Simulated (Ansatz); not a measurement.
Basis sets compared for Be₁₀O₁₀ (started as a model of: (BeO)10 cage of four- and six-membered rings). The state is a singlet with charge 0. Geometry PBE-D4/def2-SVP. Ansatz on 4 threads of Arm Neoverse V1 on a shared host; times are rough, and most runs start from earlier orbitals.

```xyz
20

Be    0.0982    0.4647    2.8360
O    -1.2973   -0.2568    2.7980
Be   -0.2678   -1.5267    2.4213
O     1.1189   -0.8661    2.7523
Be    1.4825   -0.1514    1.3849
O     0.7079    1.2844    1.6495
Be   -0.0631    1.5183    0.3053
O    -1.4700    0.6863    0.0914
Be   -1.5676   -0.3793    1.2406
O    -0.7918   -1.8156    0.9744
Be    0.0626   -1.5180   -0.3052
O     1.4704   -0.6872   -0.0916
Be    1.5673    0.3796   -1.2406
O     0.7921    1.8151   -0.9742
Be    0.2676    1.5274   -2.4211
O     1.2975    0.2567   -2.7979
Be   -1.4828    0.1516   -1.3850
O    -0.7076   -1.2847   -1.6500
Be   -0.0982   -0.4641   -2.8359
O    -1.1186    0.8658   -2.7525
```

Binding counts from free atoms (Be singlet, O triplet) in the same basis, without a counterpoise term.

| level | functions | energy (Eh) | HOMO (eV) | LUMO (eV) | binding per atom (eV) | wall time |
| --- | --- | --- | --- | --- | --- | --- |
| HF/STO-3G | 100 | -884.7399 | -9.23 | 5.20 | 4.33 | 1.1 s |
| HF/6-31G | 180 | -896.2283 | -12.69 | 2.01 | 3.75 | 2.9 s |
| PBE-D4/def2-SVP | 230 | -899.3333 | -7.22 | -1.96 | 5.54 | 8.5 s |
| PBE0-D4/def2-SVP | 230 | -899.3634 | -8.81 | -1.12 | 5.35 | 11 s |

Q: Estimate the rows for PBE-D4/def2-TZVP (with forces), PBE0-D4/def2-TZVP (with forces).

A: 
```csv
level,functions,energy (Eh),HOMO (eV),LUMO (eV),binding per atom (eV),wall time
PBE-D4/def2-TZVP (with forces),500,-900.4194,-6.83,-1.93,5.50,20 s
PBE0-D4/def2-TZVP (with forces),500,-900.4576,-8.37,-1.14,5.33,55 s
```
